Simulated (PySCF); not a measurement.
# Electron correlation in Ga (gallium, neutral)

[Ar] 3d10 4s1 4p1 5s1, high-spin 4P determinant (an excited configuration). Calculation: PySCF 2.14, in aug-cc-pVTZ-DK (7s6p4d2f, 59 functions); the spin-free X2C one-electron Hamiltonian (Gaussian nucleus). Frozen: [Ar] 3d10; 3 electrons correlated.

| level | correlation energy (mhartree) |
| --- | --- |
| CCSD | -9.32 |
| (T) | -0.09 |
| CCSD(T) | -9.41 |

Diagnostics: T1 = 0.015, D1 = 0.0339, largest double amplitude 0.038.

The outer electron is Rydberg-like, and this basis confines it to a smaller radius and binds it less than a complete one would.

Cost of the coupled-cluster step: about 1.6 core-seconds, for 3 correlated electrons.

Iterations:

```
CC2 = 0
CCSD nocc = (np.int64(3), np.int64(0)), nmo = (45, 45)
frozen orbitals [[0, 1, 2, 3, 4, 5, 6, 7, 8, 9, 10, 11, 12, 13], [0, 1, 2, 3, 4, 5, 6, 7, 8, 9, 10, 11, 12, 13]]
max_cycle = 100
direct = 0
conv_tol = 1e-08
conv_tol_normt = 1e-06
diis_space = 8
diis_start_cycle = 0
Init t2, MP2 energy = -0.00558064965237021
Init E_corr(UCCSD) = -0.00558064965334638
cycle = 1  E_corr(UCCSD) = -0.00762225055033621  dE = -0.0020416009  norm(t1,t2) = 0.0321082
cycle = 2  E_corr(UCCSD) = -0.00847477919218897  dE = -0.000852528642  norm(t1,t2) = 0.0167996
cycle = 3  E_corr(UCCSD) = -0.0092736587236409  dE = -0.000798879531  norm(t1,t2) = 0.00962932
cycle = 4  E_corr(UCCSD) = -0.00924368872804919  dE = 2.99699956e-05  norm(t1,t2) = 0.00372526
cycle = 5  E_corr(UCCSD) = -0.00925732907714687  dE = -1.36403491e-05  norm(t1,t2) = 0.00286322
cycle = 6  E_corr(UCCSD) = -0.00931889488073804  dE = -6.15658036e-05  norm(t1,t2) = 0.0217623
cycle = 7  E_corr(UCCSD) = -0.0093079148894841  dE = 1.09799913e-05  norm(t1,t2) = 0.000530306
cycle = 8  E_corr(UCCSD) = -0.00931814221278611  dE = -1.02273233e-05  norm(t1,t2) = 0.000127419
cycle = 9  E_corr(UCCSD) = -0.0093151891501092  dE = 2.95306268e-06  norm(t1,t2) = 4.20452e-05
cycle = 10  E_corr(UCCSD) = -0.00931584164127244  dE = -6.52491163e-07  norm(t1,t2) = 1.76597e-05
cycle = 11  E_corr(UCCSD) = -0.00931577633901164  dE = 6.53022608e-08  norm(t1,t2) = 0.000191559
cycle = 12  E_corr(UCCSD) = -0.00931584969750874  dE = -7.33584971e-08  norm(t1,t2) = 1.09891e-05
cycle = 13  E_corr(UCCSD) = -0.00931583217489031  dE = 1.75226184e-08  norm(t1,t2) = 1.7065e-06
cycle = 14  E_corr(UCCSD) = -0.00931582378412044  dE = 8.39076986e-09  norm(t1,t2) = 9.62756e-07
UCCSD converged
E(UCCSD) = -1941.916665065741  E_corr = -0.009315823784120443
UCCSD(T) correction = -8.8065171650482e-05
```
